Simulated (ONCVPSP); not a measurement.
Logarithmic derivatives: potassium (K), ONCV

```
Element                 : K (Z = 19)
Generator               : ONCVPSP 4.0.1
Type                    : optimised norm-conserving Vanderbilt (ONCV)
Functional              : LDA (Perdew-Wang 92)
Relativity              : fully relativistic
Frozen core             : [Ne]
Valence charge          : 9
Reference configuration : 3s2 3p6 4s0.5 4p0.5
Partial waves           : 3s+4s: rc 2.15 bohr, ncon 4, nbas 9, qcut 6 1/bohr, 2 projectors; 3p+4p: rc 2.80 bohr, ncon 3, nbas 8, qcut 5.4 1/bohr, 2 projectors; d scattering state at 0.03 Ha: rc 2.70 bohr, ncon 4, nbas 7, qcut 3.5 1/bohr, 3 projectors, debl 2.1 Ha
Local potential         : polynomial inside 1.80 bohr (lpopt 5, dvloc0 0 Ha)
Core correction         : Teter function, fcfact 2.5, rcfact 1.45
```

Open shells are filled in proportion to 2j + 1.

The phase is arctan(r·R′/R) of the radial function R(r), unwrapped; energies in Ha, scanned from -3 to 5 Ha. A pole is an energy at which the radial function vanishes at the test radius. The pseudo phase is shifted by a multiple of π to meet the all-electron one at the reference energy, and phase errors are pseudo minus all-electron; the curves can meet again beyond the range given. Levels narrower than the energy grid can be missing from the lists of poles.

Q: For each channel, where are the poles, and over which energies does the pseudopotential scatter like the atom?

A:

```json
{"channel": "s", "radius (bohr)": "2.18", "reference energy (Ha)": "-0.10", "poles, all-electron": "-1.11, 3.50", "poles, pseudo": "-1.11, 3.55", "unbroken range about the reference energy with phases within 0.05 rad": "the whole range", "phase error 1 Ha above the reference energy (rad)": "+0.003"}
{"channel": "p3/2", "radius (bohr)": "2.83", "reference energy (Ha)": "-0.04", "poles, all-electron": "-0.64, 1.79", "poles, pseudo": "-0.64, 1.78", "unbroken range about the reference energy with phases within 0.05 rad": "below 3.0", "phase error 1 Ha above the reference energy (rad)": "-0.000"}
{"channel": "p1/2", "radius (bohr)": "2.83", "reference energy (Ha)": "-0.04", "poles, all-electron": "-0.66, 1.77", "poles, pseudo": "-0.66, 1.77", "unbroken range about the reference energy with phases within 0.05 rad": "below 3.0", "phase error 1 Ha above the reference energy (rad)": "-0.000"}
{"channel": "d5/2", "radius (bohr)": "2.73", "reference energy (Ha)": "0.03", "poles, all-electron": "0.36, 2.51", "poles, pseudo": "0.36, 2.51", "unbroken range about the reference energy with phases within 0.05 rad": "the whole range", "phase error 1 Ha above the reference energy (rad)": "-0.038"}
{"channel": "d3/2", "radius (bohr)": "2.73", "reference energy (Ha)": "0.03", "poles, all-electron": "0.36, 2.51", "poles, pseudo": "0.36, 2.51", "unbroken range about the reference energy with phases within 0.05 rad": "the whole range", "phase error 1 Ha above the reference energy (rad)": "-0.038"}
```

Phases in the d5/2 channel:

```
E (Ha)  all-electron  pseudo
 -2.98         1.396   1.395
 -2.54         1.379   1.378
 -2.10         1.356   1.355
 -1.66         1.323   1.322
 -1.22         1.270   1.269
 -0.78         1.166   1.164
 -0.34         0.815   0.811
  0.10        -1.127  -1.127
  0.54        -1.745  -1.751
  0.98        -2.654  -2.688
  1.42        -4.296  -4.300
  1.86        -4.566  -4.567
  2.30        -4.674  -4.674
  2.74        -4.752  -4.752
  3.18        -4.843  -4.843
  3.62        -5.045  -5.047
  4.06        -6.508  -6.509
  4.50        -7.558  -7.559
  4.94        -7.716  -7.718
```
